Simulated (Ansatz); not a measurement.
```yaml
atoms:
  - { symbol: C, position_ang: [0.0069, 0.0070, -1.8127] }
  - { symbol: I, position_ang: [0.0040, 0.0017, 0.3182] }
  - { symbol: H, position_ang: [-0.0020, -1.0323, -2.1531] }
  - { symbol: H, position_ang: [-0.9074, 0.5153, -2.1582] }
  - { symbol: H, position_ang: [0.8950, 0.5257, -2.1566] }
```

Basis set: STO-3G (spherical functions). Correlated methods keep 19 orbitals frozen. Charge 0, multiplicity 1.

Computed with Ansatz (development build ahead of 0.2.0); each method stands on the lowest determinant of its kind that the runs found. Restricted open shells among the atoms or ions are ROHF, correlated in semicanonical orbitals with singles.

The atomization energy at this shape (free ground-state atoms in the same class of orbitals less the molecule, no zero-point energy) of singlet CH3I:

```json
{"method": "RHF-MP2", "atomization energy": "16.89 eV"}
```

(1) What does RHF give?

Answers

(1) 15.36 eV.

This basis has no polarisation functions and is too small for such energies, which can lie far from measured ones in either direction.
